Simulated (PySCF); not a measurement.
Isomers of C3H9FN2Si.

All values: PBE0/pcSseg-1 (PySCF) at GFN2-xTB geometries, gas phase, one conformer each.

Question: Rank by LUMO energy, lowest first.
A. `[NH2:1][Si:2]1([NH2:3])[CH2:4][CH2:5][C@@H:6]1[F:7]` with H–N1–Si2–N3 -172° and -38°, N1–Si2–N3–H -40° and -177°
B. `[F:1][CH2:2][C@H:3]1[CH2:4][NH:5][SiH2:6][NH:7]1` with F1–C2–C3–C4 65°, C2–C3–C4–N5 155°, C3–C4–N5–Si6 -29°, C4–N5–Si6–N7 13°, N5–Si6–N7–C3 10°
C. `[CH2:1]=[C:2]([CH2:3][NH2:4])[Si@H:5]([NH2:6])[F:7]` with C1–C2–C3–N4 1°, C2–C3–N4–H -58° and 60°, C1–C2–Si5–N6 52°, C2–Si5–N6–H 55° and -162°
D. `[CH2:1]=[CH:2][CH2:3][NH:4][Si@H:5]([NH2:6])[F:7]` with C1–C2–C3–N4 -128°, C2–C3–N4–Si5 -147°, C3–N4–Si5–N6 168°, N4–Si5–N6–H -43° and 178°

Answer: C (-0.48 eV), D (0.28 eV), B (0.54 eV), A (0.95 eV).

Question: Rank by dipole moment, lowest first.
A. `[F:1][CH2:2][C@H:3]1[CH2:4][NH:5][SiH2:6][NH:7]1` with F1–C2–C3–C4 65°, C2–C3–C4–N5 155°, C3–C4–N5–Si6 -29°, C4–N5–Si6–N7 13°, N5–Si6–N7–C3 10°
B. `[CH2:1]=[CH:2][CH2:3][NH:4][Si@H:5]([NH2:6])[F:7]` with C1–C2–C3–N4 -128°, C2–C3–N4–Si5 -147°, C3–N4–Si5–N6 168°, N4–Si5–N6–H -43° and 178°
C. `[NH2:1][Si:2]1([NH2:3])[CH2:4][CH2:5][C@@H:6]1[F:7]` with H–N1–Si2–N3 -172° and -38°, N1–Si2–N3–H -40° and -177°

Answer: A (1.28 D), B (1.69 D), C (2.20 D).

Question: Rank by the highest Hirshfeld charge on any atom, lowest value first.
A. `[CH2:1]=[CH:2][CH2:3][NH:4][Si@H:5]([NH2:6])[F:7]` with C1–C2–C3–N4 -128°, C2–C3–N4–Si5 -147°, C3–N4–Si5–N6 168°, N4–Si5–N6–H -43° and 178°
B. `[F:1][CH2:2][C@H:3]1[CH2:4][NH:5][SiH2:6][NH:7]1` with F1–C2–C3–C4 65°, C2–C3–C4–N5 155°, C3–C4–N5–Si6 -29°, C4–N5–Si6–N7 13°, N5–Si6–N7–C3 10°
C. `[CH2:1]=[C:2]([CH2:3][NH2:4])[Si@H:5]([NH2:6])[F:7]` with C1–C2–C3–N4 1°, C2–C3–N4–H -58° and 60°, C1–C2–Si5–N6 52°, C2–Si5–N6–H 55° and -162°
D. `[NH2:1][Si:2]1([NH2:3])[CH2:4][CH2:5][C@@H:6]1[F:7]` with H–N1–Si2–N3 -172° and -38°, N1–Si2–N3–H -40° and -177°

Answer: B (+0.400 e), D (+0.441 e), C (+0.454 e), A (+0.467 e).

All values together:

```json
{"SMILES": "C=CCN[Si@H](N)F", "μ (D)": "1.69", "HOMO (eV)": "-7.02", "LUMO (eV)": "0.28", "lowest IAO charge (e)": "-0.850 (N)", "highest IAO charge (e)": "+1.369 (Si)", "lowest Hirshfeld charge (e)": "-0.319 (N)", "highest Hirshfeld charge (e)": "+0.467 (Si)"}
{"SMILES": "FC[C@H]1CN[SiH2]N1", "μ (D)": "1.28", "HOMO (eV)": "-6.66", "LUMO (eV)": "0.54", "lowest IAO charge (e)": "-0.698 (N)", "highest IAO charge (e)": "+1.019 (Si)", "lowest Hirshfeld charge (e)": "-0.254 (N)", "highest Hirshfeld charge (e)": "+0.400 (Si)"}
{"SMILES": "N[Si]1(N)CC[C@@H]1F", "μ (D)": "2.20", "HOMO (eV)": "-6.82", "LUMO (eV)": "0.95", "lowest IAO charge (e)": "-0.838 (N)", "highest IAO charge (e)": "+1.249 (Si)", "lowest Hirshfeld charge (e)": "-0.318 (N)", "highest Hirshfeld charge (e)": "+0.441 (Si)"}
{"SMILES": "C=C(CN)[Si@H](N)F", "μ (D)": "2.34", "HOMO (eV)": "-6.96", "LUMO (eV)": "-0.48", "lowest IAO charge (e)": "-0.851 (N)", "highest IAO charge (e)": "+1.298 (Si)", "lowest Hirshfeld charge (e)": "-0.317 (N)", "highest Hirshfeld charge (e)": "+0.454 (Si)"}
```

Conformers: `[CH2:1]=[CH:2][CH2:3][NH:4][Si@H:5]([NH2:6])[F:7]` with C1–C2–C3–N4 -128°, C2–C3–N4–Si5 -147°, C3–N4–Si5–N6 168°, N4–Si5–N6–H -43° and 178°; `[F:1][CH2:2][C@H:3]1[CH2:4][NH:5][SiH2:6][NH:7]1` with F1–C2–C3–C4 65°, C2–C3–C4–N5 155°, C3–C4–N5–Si6 -29°, C4–N5–Si6–N7 13°, N5–Si6–N7–C3 10°; `[NH2:1][Si:2]1([NH2:3])[CH2:4][CH2:5][C@@H:6]1[F:7]` with H–N1–Si2–N3 -172° and -38°, N1–Si2–N3–H -40° and -177°; `[CH2:1]=[C:2]([CH2:3][NH2:4])[Si@H:5]([NH2:6])[F:7]` with C1–C2–C3–N4 1°, C2–C3–N4–H -58° and 60°, C1–C2–Si5–N6 52°, C2–Si5–N6–H 55° and -162°.
